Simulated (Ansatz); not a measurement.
Reaction (silylene formation by 1,1-elimination): `C[SiH2][BH][GeH3]` → `C[BH][GeH3]` + `[SiH2]`

Computed with Ansatz on PBE0-D4/def2-TZVP structures; ΔE is electronic, products minus reactants. CBS: MP2 limit from def2 TZ/QZ plus the TZ coupled-cluster correction, frozen cores. This one scheme is used for every species. DFT in def2-TZVPP. For Ge outer-core shells are correlated without core-valence functions, which leaves a few kJ/mol of doubt a bond. Scalar relativity is left out up to krypton. Each species was taken in one conformer, which may not be the lowest.

(1) Is it downhill or uphill in electronic energy at CCSD(T)/CBS, and by how much? (Estimate.)

(2) What do these levels give: PBE0-D4, PBE, LC-ωPBE, RPA@PBE/def2-TZVPP, CCSD/def2-SVP, MP2/CBS(def2)? (Estimate.)

Largest T1 diagnostic among the species: 0.014.

## Answers

(1) Computed: Uphill: ΔE = +2.22 eV.

(2) The calculation gave: PBE0-D4 2.36, PBE 2.20, LC-ωPBE 2.38, RPA@PBE/def2-TZVPP 1.96, CCSD/def2-SVP 1.96, MP2/CBS(def2) 2.36 eV.

From BLYP to BHLYP (50 % exact exchange), in def2-TZVPP and without D4, ΔE moves by +0.22 eV. At CCSD(T), def2-SVP lies −0.22 eV from the extrapolated value and def2-TZVPP −0.07 eV.
